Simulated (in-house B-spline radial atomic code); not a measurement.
In²⁺. Computed with a B-spline radial atomic code. Model: non-relativistic spherical atom: semilocal Troullier-Martins pseudo-atom, one channel per l, against all electrons, high spin, G0W0 and RPA with empty states to l = 8, local potential for every l without a channel, a model core (radius 0 = none) keeps its share of the functional.

Without relativity these are model numbers for so heavy an element.

What the tables leave out is listed at the end.

The pseudopotential gives back the lowest level of each angular momentum of its own functional in the configuration it was made in; a second state of the same l is only approximately right. Exact exchange, RPA and GW see the smooth pseudo-orbitals and miss the exchange with the core, for which the functional's share stands in. The column with an uncorrelated core keeps all orbitals and exact exchange, and so separates missing core correlation from pseudisation. Only the three outermost levels and the lowest empty one were computed. RPA here is direct RPA, with no exchange kernel, and its energies carry an (l + 1/2)⁻⁴ tail. A hybrid on a potential with a model core restores only its own semilocal share of the core's exchange.

Command:
```bash
python run_psgw.py task.json out
```
Settings (lengths in bohr, energies in hartree):
```
Z                      49
electrons              47
configuration          [Kr] 4d10 5s1
generated_in           [Kr] 4d10 5s2 5p1
functional             pbe,pbe
core_shells            8
radius_factor          1.3
core_correction        True
ion_configuration      [Kr] 4d10
```

Cost of the run: 33 s on 1 thread of Intel(R) Xeon(R) Platinum 8488C (Sapphire Rapids) (shared host).

Given: made with PBE; model core radius 0.749 bohr; local radius 1.541 bohr; mean-field start PBE.

Valence shells of the generating configuration: 4d, 5s, 5p.

Channel: s 2.928, p 3.4, d 1.213 (radii in bohr).

Computed: largest level miss in the spin-unpolarised generating configuration 0.001 eV; valence RPA correlation energy all-electron orbitals -0.62862 hartree; all-electron RPA polarisability, core included 12.013 bohr³; pseudo-atom RPA polarisability 11.895 bohr³; ionisation by mean-field all-electron 27.388 eV; ionisation by mean-field pseudo minus all 0.095 eV; ionisation by RPA all-electron 27.475 eV.

| level | occupied | mean-field all-electron (eV) | mean-field pseudo minus all (eV) | G0W0 all-electron (eV) | G0W0 uncorrelated core minus all (eV) | G0W0 pseudo minus all (eV) | exchange self-energy all-electron (eV) | exchange self-energy pseudo (eV) |
| --- | --- | --- | --- | --- | --- | --- | --- | --- |
| 5s up | 1 | -23.122 | -0.017 | -27.595 | 0.045 | -0.599 | -14.303 | -13.236 |
| 4d down | ? | ? | ? | ? | ? | ? | ? | ? |
| 4d up | 1 | -37.469 | 0.032 | -45.262 | -0.398 | 3.658 | -42.904 | -26.987 |
| 5s down (empty) | 0 | -22.06 | -0.084 | -18.369 | 0.054 | -0.675 | -4.1857 | -3.083 |

What belongs in the row 4d down?

occupied: 1; mean-field all-electron (eV): -37.215; mean-field pseudo minus all (eV): 0.06; G0W0 all-electron (eV): -45.015; G0W0 uncorrelated core minus all (eV): -0.403; G0W0 pseudo minus all (eV): 3.858; exchange self-energy all-electron (eV): -42.912; exchange self-energy pseudo (eV): -26.567.

What is the ionisation by RPA pseudo minus all?

1.17 eV.

What is the valence RPA correlation energy pseudo?

-0.96161 hartree.

Given: mean-field start PBE0.

Computed: valence RPA correlation energy all-electron orbitals -0.59449 hartree; valence RPA correlation energy pseudo -0.92841 hartree; ionisation by mean-field all-electron 27.045 eV; ionisation by mean-field pseudo minus all 0.356 eV; ionisation by RPA all-electron 27.338 eV; ionisation by RPA pseudo minus all 1.193 eV.

| level | occupied | mean-field all-electron (eV) | mean-field pseudo minus all (eV) | G0W0 all-electron (eV) | G0W0 uncorrelated core minus all (eV) | G0W0 pseudo minus all (eV) | exchange self-energy all-electron (eV) | exchange self-energy pseudo (eV) |
| --- | --- | --- | --- | --- | --- | --- | --- | --- |
| 5s up | 1 | -23.924 | -0.285 | -27.467 | 0.048 | -0.79 | -14.131 | -13.289 |
| 4d down | 1 | -39.753 | 1.733 | -45.323 | -0.404 | 4.271 | -42.99 | -26.261 |
| 5s down (empty) | 0 | -20.631 | -0.311 | -18.18 | 0.055 | -0.785 | -3.9074 | -2.9718 |

What is the pseudo-atom RPA polarisability?

10.637 bohr³.

What is the all-electron RPA polarisability, core included?

10.716 bohr³.

Among the listed levels the largest G0W0 shift of the pseudo-atom is +4.27 eV, for 4d down on the PBE0 start, while leaving the core uncorrelated moves that level by -0.40 eV. So pseudisation and the lost core exchange, not the missing core correlation, make the error. Not in the tables (levels of low weight, unsolved or above zero; the highest and the empty levels are kept at any weight): on PBE0 the G0W0 levels 4d up (pseudo minus all +4.73 eV, weights -0.04 and 0.88); no Hartree-Fock pseudo-atom is run with a model core.
